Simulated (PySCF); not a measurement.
Input of a run (PBE0-D3(BJ)/def2-SVP geometry optimisation, gas phase (PySCF 2.14.0)), started from GFN2-xTB:
```
{"job": {"xc": "PBE0", "basis": "def2-SVP", "d3": "d3bj", "grid": 2, "kind": "geom"}, "charge": 0, "multiplicity": 1}
C     -2.642905     0.556791     0.195627
C     -1.728085    -0.622907    -0.007906
O     -2.152394    -1.747079    -0.142084
C     -0.261387    -0.349572    -0.037121
C      0.598529    -1.432659    -0.223294
C      1.967753    -1.251386    -0.260400
C      2.505435     0.016146    -0.111670
C      1.648378     1.088874     0.072125
Br     2.380304     2.839905     0.277510
C      0.275926     0.926779     0.112085
H     -3.674329     0.213474     0.194861
H     -2.426095     1.038987     1.146572
H     -2.505184     1.280941    -0.604618
H      0.163320    -2.413843    -0.336833
H      2.624630    -2.095414    -0.404583
H      3.572761     0.173183    -0.138117
H     -0.353655     1.789807     0.257934
```

Output (energies in Eh, forces in Eh/bohr):
```
step   0  E = -2957.13358253  max force = 0.014673
step   1  E = -2957.13499546  max force = 0.004022
step   2  E = -2957.13504271  max force = 0.000971
step   3  E = -2957.13504076  max force = 0.001465
step   4  E = -2957.13505251  max force = 0.000254
optimisation converged
```

Problem. Summarise the run.

Solution. The energy falls by 3.9 kJ/mol over 5 energy and gradient evaluations, the largest force component goes from 0.0147 to 2.5e-04 Eh/bohr, and the atoms move by 0.022 Å rms after alignment. The bond that changes most is C8–Br9 (aromatic C–Br carbon to aryl bromine), which shortens by 0.022 Å. Bonds longer at the end by more than 0.005 Å: 13 of 17; shorter: 1. The energy rose by more than 1e-6 Eh at step 3. The first step brought 96 % of the lowering.

Problem. What are the final bond lengths?

Solution. C1–C2 1.507 Å, C2=O3 1.211 Å, C2–C4 1.501 Å, C4–C5 1.400 Å, C5–C6 1.389 Å, C6–C7 1.395 Å, C7–C8 1.394 Å, C8–Br9 1.887 Å, C8–C10 1.393 Å, C4–C10 1.399 Å, C1–H11 1.096 Å, C1–H12 1.101 Å, C1–H13 1.101 Å, C5–H14 1.092 Å, C6–H15 1.092 Å, C7–H16 1.091 Å, C10–H17 1.091 Å. Numbering counts from 1 in the input's order; the species is 3'-bromoacetophenone (`CC(=O)c1cccc(Br)c1`).

The run used 193 basis functions and 38 SCF cycles in all. Hardware: one thread of an Arm Neoverse N1, shared host with 64 logical CPUs at a one-minute load of 21. Cost: 2.9 min, 1.0 GiB resident at most.

Whether it is a minimum is left open (no frequencies). The numbers are those of one conformer.

Shape of the structure used: `[CH3:1][C:2](=[O:3])[c:4]1[cH:5][cH:6][cH:7][c:8]([Br:9])[cH:10]1`: C1–C2–C4–C5 180°.
